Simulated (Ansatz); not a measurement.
Molecule: sum formula HBO, net charge 1, doublet state. 
Geometry from a B3LYP-D3(BJ)/def2-TZVP (Ansatz, an electronic-structure program) optimisation:
```
O
B 1 1.2141
H 1 0.9719 2 180.00
```
Charge +1, spin multiplicity 2.

Task: Give the harmonic wavenumbers at B3LYP-D3(BJ)/def2-TZVP (Ansatz, finite differences of forces, unscaled).

Result: 244, 244, 1852, 3735 cm⁻¹. Zero-point energy 8.7 kcal/mol.

Task: From these and the geometry, give the ideal-gas thermochemistry at 298.15 K and 1 atm (rigid rotor, harmonic oscillator).

Result: Point group C∞v, rotational symmetry number 1. Rotational constants 43.63, 43.63 GHz. S(trans) 35.90, S(rot) 11.84, S(vib) 3.55, S(elec, spin only) 1.38, S 52.7 cal/(mol K). H(298) - H(0) 2.70 kcal/mol; G - E(el) -4.3 kcal/mol.
